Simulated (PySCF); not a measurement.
## What settings do to a single point of Sm2S3

The sound run of Sm2S3 (singlet in the valence; each metal's 4f electrons, 5 of them, lie in its core potential, out of spins and levels) uses PySCF 2.14.0, RKS BP86, Sm lcecp-1-SVP with ECP51, S def2-SVP; non-relativistic Hamiltonian with scalar-relativistic core potentials where named; density fitting; no spin-orbit coupling, grid (50, 194), threshold 1e-8 Eh and 55 cycles, at the relaxed geometry:

```xyz
5

Sm   -0.3419   -0.5806    2.4456
Sm   -0.3419   -0.5806   -2.4456
S    -0.8126   -1.3798    0.0000
S     0.8581    1.4571    2.6726
S     0.8581    1.4571   -2.6726
```

There Sm1 has a Mulliken charge of 0.56 e and the dipole about the centre of mass is 11.29 D. Each run below changes one thing and starts from free metal ions and neutral atoms unless it says otherwise; with 55 cycles, smearing, a level shift and second-order steps follow where DIIS fails, and their cycles count. Energy shifts count from the sound run. On f atoms grids over 110 angular points are at least (60, 302).

| change | outcome | cycles | energy shift (eV) | largest force component (eV/Å) | charge on Sm1 (e) | dipole about the centre of mass (D) |
| --- | --- | --- | --- | --- | --- | --- |
| grid (40, 110) | converged | 12 | -0.0111 | 0.25 | 0.56 | 11.29 |
| start from a density of up to 30 smeared cycles (not counted) | converged | 12 | 0.0000 | 0.01 | 0.56 | 11.29 |
| threshold 0.001 | converged | 9 | 0.0022 | 0.05 | 0.58 | 11.57 |

Problem. How does the run with this change end: S3 put 1.1 Å from Sm1, limit 66 cycles?

Solution. outcome not converged, cycles 66.

Forces carry noise of the integration grid, about 0.01 to 0.03 eV/Å.

A frequency check found unstable modes (1, the lowest at -35 cm⁻¹), so the relaxed geometry is a saddle point, or these are noise. An lcecp potential fixes the number of 4f electrons, so in runs with it no electron can move into or out of that shell.
